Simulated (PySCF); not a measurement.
CAuO, SMILES [O+]#[C-]->[Au+], charge +1, multiplicity 1. Geometry optimised at B3LYP-D3(BJ)/def2-TZVP. The multiplicity is an assumed one; other spin states were not compared. The isomer is the one that the SMILES or the coordinates give; other isomers of the formula were not compared. The def2 effective core potentials stand for the cores of Au; spin–orbit coupling is left out.

Level of theory: B3LYP-D3(BJ)/def2-TZVP in PySCF.

Harmonic wavenumbers (cm⁻¹): 309, 309, 383, 2306. Rotational constants (GHz): 2.924 (linear); symmetry number 1.

Q: Work out the zero-point energy and the ideal-gas rigid-rotor harmonic-oscillator thermochemistry at 298.15 K and 1 atm.

A: ZPE = ½ Σ hcν = ½ × 3306 cm⁻¹ = 4.73 kcal/mol. H − E(el) = 7.52 kcal/mol. Entropy in cal/(mol K): translation 42.13, rotation 17.21, vibration 3.77, total 63.11. G − E(el) = -11.30 kcal/mol. Cp = 11.78 cal/(mol K).
